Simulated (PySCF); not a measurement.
## `C[C@H]1[C@H](O)C[Si@]1(C)F`, C5H11FOSi

Geometry:
```csv
atom,x (Å),y (Å),z (Å)
C1,-1.152,1.419,0.984
C2,-0.916,0.019,0.440
C3,-0.917,-0.092,-1.102
O4,-2.142,-0.593,-1.569
C5,0.295,-1.037,-1.307
Si6,0.805,-0.810,0.513
C7,2.354,0.167,0.974
F8,0.858,-2.198,1.361
H9,-1.107,1.417,2.071
H10,-0.400,2.112,0.611
H11,-2.133,1.781,0.681
H12,-1.699,-0.641,0.818
H13,-0.711,0.890,-1.553
H14,-2.081,-0.734,-2.520
H15,0.963,-0.729,-2.107
H16,-0.050,-2.046,-1.526
H17,2.335,0.437,2.025
H18,3.243,-0.433,0.805
H19,2.447,1.079,0.395
```

Method used: TDDFT PBE0/def2-SVPD circular dichroism and optical rotation, one conformer, gas phase (PySCF 2.14.0). Geometry: GFN2-xTB.

The molecule is flexible and this is one conformer; a measurement averages over conformers. States above about 7.6 eV (minus the energy of the highest occupied orbital) lie near or above the ionisation threshold and depend on the basis.

Task: Draw the ECD and absorption spectra from the lowest 16 states, each a Gaussian of half-width 0.3 eV at 1/e height.

Result: 
```
E (eV)  λ (nm)  Δε (L mol⁻¹ cm⁻¹)  ε (L mol⁻¹ cm⁻¹)
  6.26     198              -0.43              60.9
  6.41     193              -1.86               257
  6.56     189              -5.13               681
  6.71     185              -9.41              1210
  6.86     181             -11.94              1710
  7.01     177             -10.39              2360
  7.16     173              -5.32              3140
  7.31     170              -0.30              3460
  7.46     166              +2.72              3430
  7.61     163              +6.92              4260
  7.76     160             +13.41              5820
  7.91     157             +13.27              6250
  8.06     154              -1.92              5360
  8.21     151             -23.76              4780
```
Δε uses R in velocity form, ε uses f in length form. Only the states computed contribute, so the short-wavelength end is incomplete.
